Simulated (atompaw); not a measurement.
## An all-electron radial function and its pseudo partner (P (Z = 15))

Columns: radius, all-electron u(r) and pseudo u(r) of the 3p shell (level -5.49 eV) of phosphorus in the configuration [Ne] 3s2 3p3; PBEsol, non-relativistic, PAW (atompaw) scheme, atompaw 4.2.0.5.

```tsv
r (bohr)	all-electron	pseudo
0.081	0.0978	-0.0040
0.162	0.2231	-0.0160
0.242	0.2886	-0.0352
0.323	0.2925	-0.0618
0.404	0.2496	-0.0947
0.485	0.1770	-0.1332
0.565	0.0896	-0.1755
0.646	-0.0053	-0.2218
0.727	-0.1001	-0.2702
0.808	-0.1906	-0.3197
0.888	-0.2734	-0.3685
0.969	-0.3492	-0.4166
1.050	-0.4164	-0.4625
1.131	-0.4751	-0.5051
1.212	-0.5254	-0.5439
1.292	-0.5670	-0.5777
1.373	-0.6014	-0.6071
1.454	-0.6286	-0.6314
1.535	-0.6493	-0.6505
1.615	-0.6640	-0.6643
1.696	-0.6736	-0.6736
1.777	-0.6785	-0.6785
1.858	-0.6795	-0.6795
1.938	-0.6769	-0.6769
2.019	-0.6713	-0.6713
2.100	-0.6632	-0.6632
```

(1) How many radial nodes do the two functions have?

(2) Is the pseudo-wave norm-conserving?

Results:

(1) The all-electron 3p function has n − l − 1 = 1; the pseudo-wave has 0, since the states of the same l below it are removed with the core.

(2) No, it belongs to a PAW set: the norm inside the radius is not constrained, and the difference is carried by the augmentation charge.
